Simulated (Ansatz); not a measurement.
Born–Oppenheimer molecular dynamics of CH10N2OSi2 (16 atoms, charge 0, multiplicity 1). It starts from a relaxed structure.

All numbers below come from RKS PBE-D4/STO-3G (Ansatz 0.2.0).

```yaml
ensemble: NVE (velocity Verlet)
time_step: 0.5 fs
steps_asked: 281
starting_velocities_drawn_for: 300 K
seed: 384769
```

First frame:

```xyz
16
Properties=species:S:1:pos:R:3
C 0.364 -1.021 2.134
Si 0.927 -0.536 0.392
O 0.804 -1.866 -0.727
Si -0.351 1.121 -0.515
N -0.090 1.504 -2.270
N -2.072 0.668 -0.230
H 0.956 -1.860 2.537
H -0.698 -1.317 2.146
H 0.479 -0.170 2.827
H 2.329 -0.111 0.517
H 1.388 -2.591 -0.274
H -0.137 2.393 0.167
H 0.839 2.024 -2.334
H 0.147 0.593 -2.770
H -2.253 -0.226 -0.779
H -2.657 1.371 -0.776
```

Question: How far do the bonds stretch over the last three quarters of this one trajectory? (Pairs bonded in most of those frames.)

Answer: 
```json
{"bond": "C1–Si2", "mean (Å)": "1.895", "spread (Å)": "0.044", "shortest": "1.83", "longest": "1.97"}
{"bond": "C1–H7", "mean (Å)": "1.105", "spread (Å)": "0.003", "shortest": "1.10", "longest": "1.11"}
{"bond": "C1–H8", "mean (Å)": "1.104", "spread (Å)": "0.013", "shortest": "1.08", "longest": "1.12"}
{"bond": "C1–H9", "mean (Å)": "1.104", "spread (Å)": "0.006", "shortest": "1.09", "longest": "1.12"}
{"bond": "Si2–O3", "mean (Å)": "1.749", "spread (Å)": "0.026", "shortest": "1.70", "longest": "1.79"}
{"bond": "Si2–Si4", "mean (Å)": "2.297", "spread (Å)": "0.025", "shortest": "2.25", "longest": "2.34"}
{"bond": "Si2–H10", "mean (Å)": "1.472", "spread (Å)": "0.008", "shortest": "1.46", "longest": "1.49"}
{"bond": "O3–H11", "mean (Å)": "1.035", "spread (Å)": "0.002", "shortest": "1.03", "longest": "1.04"}
{"bond": "Si4–N5", "mean (Å)": "1.820", "spread (Å)": "0.041", "shortest": "1.75", "longest": "1.90"}
{"bond": "Si4–N6", "mean (Å)": "1.803", "spread (Å)": "0.028", "shortest": "1.76", "longest": "1.84"}
{"bond": "Si4–H12", "mean (Å)": "1.465", "spread (Å)": "0.038", "shortest": "1.41", "longest": "1.52"}
{"bond": "N5–H13", "mean (Å)": "1.067", "spread (Å)": "0.020", "shortest": "1.03", "longest": "1.10"}
{"bond": "N5–H14", "mean (Å)": "1.067", "spread (Å)": "0.017", "shortest": "1.03", "longest": "1.10"}
{"bond": "N6–H15", "mean (Å)": "1.065", "spread (Å)": "0.013", "shortest": "1.04", "longest": "1.09"}
{"bond": "N6–H16", "mean (Å)": "1.066", "spread (Å)": "0.016", "shortest": "1.03", "longest": "1.10"}
```

Mean temperature of the second half: 156 K. The conserved energy stayed within 0.12 meV per atom of its start (net change 0.084 meV per atom), so the integration is sound. The temperature averaged 0.52 of the 300 K drawn at the start: a run that starts near a minimum puts about half its kinetic energy into the potential. A run of 0.14 ps of so small a system gives no equilibrium averages. Limits of this set-up: minimal basis.

The run took 15 min on 1 CPU thread of a shared host.
